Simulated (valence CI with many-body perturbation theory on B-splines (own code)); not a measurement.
**La51+: electric-dipole lines**

Computed by configuration interaction combined with many-body perturbation theory (CI+MBPT): four valence electrons over a frozen Dirac-Fock core [He], radial functions for each j: 11 s, 11 p, 10 d, 8 f, 5 g, 2 h, with the one-electron correlation potential Σ1 (screened to all orders), the two-electron term Σ2, the three-electron term Σ3, Breit, model QED; selected single and double excitations, second order for the rest, scaled by the run's own slope (own B-spline code, finite nucleus).

The last digits are not significant, and no measured levels were compared; by estimate large intervals hold to a few tenths of a per cent, small ones and those within an open d or f shell to about a per cent. Among the levels kept, up to 880 cm⁻¹ of a level comes from second order outside the variational space, and about a tenth of that is noise between levels of different J, which matters for small intervals.

Lines 51 to 100 of 544 in falling wavelength, among levels below 535.03 Ry, chosen from the strongest by gf and those to the six lowest levels. Wavelengths and rates use the calculated energies. Electric multipoles are in the length gauge, E1 and E2 with the static RPA response of the core. Weak lines are less certain than strong ones. Lines between different terms over intervals too small for the method are left out, as are lines whose strength nearly cancels. The highest levels of a list are the least certain.

Levels are named by their leading jj configuration (3d3/2^4 stands for four electrons in 3d with j = 3/2), which in mixed levels can hold well under half, so a name can repeat and another be missing. Letters in brackets count levels of one name in rising energy.

| λ vac (Å) | Upper | Lower | A (s⁻¹) | S (a.u.) |
| --- | --- | --- | --- | --- |
| 68.05 | (2p1/2 2p3/2^2 3p3/2) J=3 [a] | (2p1/2 2p3/2^2 3s) J=2 [a] | 9.51e+10 | 1.03e-01 |
| 67.91 | (2s^2 2p3/2 3p3/2) J=1 | (2s^2 2p3/2 3s) J=1 | 6.79e+10 | 3.15e-02 |
| 67.91 | (2s 2p1/2^2 3p3/2) J=1 | (2s 2p1/2^2 3s) J=0 | 7.62e+10 | 3.53e-02 |
| 67.85 | (2s 2p1/2 2p3/2 3d3/2) J=2 [a] | (2s 2p1/2 2p3/2 3p1/2) J=2 [a] | 3.55e+10 | 2.74e-02 |
| 67.83 | (2p1/2^2 2p3/2 3p3/2) J=3 | (2s 2p1/2 2p3/2 3p3/2) J=2 [d] | 2.91e+10 | 3.14e-02 |
| 67.79 | (2s 2p3/2^2 3d3/2) J=3 [a] | (2s 2p3/2^2 3p1/2) J=3 | 3.31e+10 | 3.57e-02 |
| 67.64 | (2s^2 2p1/2 3d3/2) J=1 | (2s^2 2p1/2 3p1/2) J=0 | 5.29e+10 | 2.42e-02 |
| 67.61 | (2s 2p1/2 2p3/2 3p3/2) J=2 [b] | (2s 2p1/2 2p3/2 3s) J=2 [b] | 7.47e+10 | 5.70e-02 |
| 67.47 | (2p1/2 2p3/2^2 3d3/2) J=2 [a] | (2p1/2 2p3/2^2 3p1/2) J=2 [a] | 4.44e+10 | 3.36e-02 |
| 67.35 | (2s 2p1/2 2p3/2 3d3/2) J=2 [d] | (2s 2p1/2 2p3/2 3p1/2) J=1 [c] | 5.43e+10 | 4.09e-02 |
| 67.29 | (2p1/2 2p3/2^2 3p3/2) J=2 [a] | (2p1/2 2p3/2^2 3s) J=2 [a] | 5.89e+10 | 4.43e-02 |
| 67.21 | (2s 2p3/2^2 3d3/2) J=2 [a] | (2s 2p3/2^2 3p1/2) J=2 [a] | 4.97e+10 | 3.73e-02 |
| 67.17 | (2s 2p1/2 2p3/2 3p3/2) J=3 [c] | (2s 2p1/2 2p3/2 3s) J=2 [c] | 9.95e+10 | 1.04e-01 |
| 66.99 | (2s 2p1/2^2 2p3/2) J=2 | (2s^2 2p1/2 2p3/2) J=2 | 6.28e+09 | 4.66e-03 |
| 66.76 | (2s 2p1/2 2p3/2 3d5/2) J=4 [a] | (2s 2p1/2 2p3/2 3p1/2) J=3 | 1.91e+10 | 2.53e-02 |
| 66.57 | (2p1/2^2 2p3/2 3p3/2) J=2 | (2p1/2^2 2p3/2 3s) J=1 | 6.97e+10 | 5.07e-02 |
| 66.55 | (2s 2p3/2^2 3d3/2) J=3 [a] | (2s 2p3/2^2 3p1/2) J=2 [a] | 3.19e+10 | 3.25e-02 |
| 66.52 | (2s 2p3/2^2 3d3/2) J=1 [a] | (2s 2p3/2^2 3p1/2) J=2 [a] | 5.46e+10 | 2.38e-02 |
| 66.49 | (2s^2 2p3/2 3d3/2) J=2 | (2s^2 2p3/2 3p1/2) J=1 | 4.13e+10 | 2.99e-02 |
| 66.35 | (2p1/2 2p3/2^2 3d3/2) J=4 | (2p1/2 2p3/2^2 3p1/2) J=3 | 4.43e+10 | 5.75e-02 |
| 66.26 | (2s 2p1/2^2 3d3/2) J=1 | (2s 2p1/2^2 3p1/2) J=0 | 5.49e+10 | 2.37e-02 |
| 66.01 | (2p1/2 2p3/2^2 3d3/2) J=1 [a] | (2p1/2 2p3/2^2 3p1/2) J=1 [a] | 7.48e+10 | 3.19e-02 |
| 65.92 | (2p1/2^2 2p3/2 3d3/2) J=2 | (2p1/2^2 2p3/2 3p1/2) J=2 | 3.68e+10 | 2.60e-02 |
| 65.79 | (2s 2p3/2^2 3d3/2) J=4 | (2s 2p3/2^2 3p1/2) J=3 | 7.42e+10 | 9.38e-02 |
| 65.64 | (2p1/2^2 2p3/2 3d3/2) J=1 | (2p1/2^2 2p3/2 3p1/2) J=1 | 4.81e+10 | 2.02e-02 |
| 65.51 | (2p1/2 2p3/2^2 3d3/2) J=2 [a] | (2p1/2 2p3/2^2 3p1/2) J=1 [a] | 3.81e+10 | 2.65e-02 |
| 65.46 | (2p1/2 2p3/2^2 3d3/2) J=3 [a] | (2p1/2 2p3/2^2 3p1/2) J=2 [a] | 7.08e+10 | 6.87e-02 |
| 65.34 | (2s 2p1/2 2p3/2^2) J=3 | (2s^2 2p3/2^2) J=2 | 9.45e+09 | 9.10e-03 |
| 65.29 | (2p1/2^2 2p3/2 3p3/2) J=1 | (2s 2p1/2 2p3/2 3p3/2) J=1 [c] | 6.17e+10 | 2.54e-02 |
| 65.29 | (2s 2p1/2 2p3/2 3d3/2) J=3 [c] | (2s 2p1/2 2p3/2 3p1/2) J=2 [c] | 6.74e+10 | 6.48e-02 |
| 65.16 | (2s 2p1/2 2p3/2 3d3/2) J=3 [a] | (2s 2p1/2 2p3/2 3p1/2) J=2 [a] | 7.23e+10 | 6.91e-02 |
| 65.13 | (2p1/2 2p3/2^2 3p3/2) J=1 [a] | (2p1/2 2p3/2^2 3s) J=1 | 6.07e+10 | 2.48e-02 |
| 64.94 | (2s 2p3/2^2 3d3/2) J=2 [b] | (2s 2p3/2^2 3p1/2) J=1 [a] | 5.89e+10 | 3.98e-02 |
| 64.94 | (2s 2p3/2^2 3d3/2) J=3 [b] | (2s 2p3/2^2 3p1/2) J=2 [b] | 9.35e+10 | 8.84e-02 |
| 64.79 | (2s 2p1/2 2p3/2 3p3/2) J=2 [a] | (2s 2p1/2 2p3/2 3s) J=1 [a] | 6.06e+10 | 4.07e-02 |
| 64.66 | (2s 2p1/2 2p3/2 3p3/2) J=1 [b] | (2s 2p1/2 2p3/2 3s) J=2 [b] | 6.28e+10 | 2.51e-02 |
| 64.66 | (2s 2p1/2 2p3/2 3d3/2) J=2 [a] | (2s 2p1/2 2p3/2 3p1/2) J=1 [a] | 4.30e+10 | 2.87e-02 |
| 64.60 | (2s^2 2p1/2 3d3/2) J=2 | (2s^2 2p1/2 3p1/2) J=1 | 8.34e+10 | 5.55e-02 |
| 64.59 | (2s^2 2p3/2 3d3/2) J=3 | (2s^2 2p3/2 3p1/2) J=2 | 8.71e+10 | 8.11e-02 |
| 64.56 | (2s 2p3/2^2 3p3/2) J=3 [a] | (2s 2p3/2^2 3s) J=3 | 5.94e+10 | 5.52e-02 |
| 64.46 | (2s 2p3/2^2 3p3/2) J=4 | (2s 2p3/2^2 3s) J=3 | 1.26e+11 | 1.50e-01 |
| 64.20 | (2s 2p1/2 2p3/2 3d3/2) J=1 [a] | (2s 2p1/2 2p3/2 3p1/2) J=1 [a] | 7.14e+10 | 2.80e-02 |
| 64.18 | (2p1/2^2 2p3/2 3p3/2) J=2 | (2s 2p1/2 2p3/2 3p3/2) J=2 [e] | 5.66e+10 | 3.69e-02 |
| 64.12 | (2p1/2 2p3/2^2 3p3/2) J=3 [b] | (2p1/2 2p3/2^2 3s) J=3 | 6.76e+10 | 6.16e-02 |
| 64.09 | (2s 2p3/2^2 3p3/2) J=3 [b] | (2s 2p3/2^2 3s) J=2 [b] | 1.34e+11 | 1.21e-01 |
| 64.04 | (2s 2p1/2 2p3/2 3d3/2) J=4 | (2s 2p1/2 2p3/2 3p1/2) J=3 | 5.02e+10 | 5.86e-02 |
| 63.97 | (2p1/2^2 2p3/2 3d3/2) J=3 | (2p1/2^2 2p3/2 3p1/2) J=2 | 3.55e+10 | 3.21e-02 |
| 63.90 | (2p1/2 2p3/2^2 3d3/2) J=4 | (2s 2p3/2^2 3d5/2) J=3 [a] | 2.63e+10 | 3.05e-02 |
| 63.89 | (2s 2p1/2 2p3/2 3p3/2) J=3 [a] | (2s 2p1/2 2p3/2 3s) J=2 [a] | 1.26e+11 | 1.13e-01 |
| 63.88 | (2s 2p1/2^2 3d3/2) J=2 | (2s 2p1/2^2 3p1/2) J=1 | 6.59e+10 | 4.24e-02 |
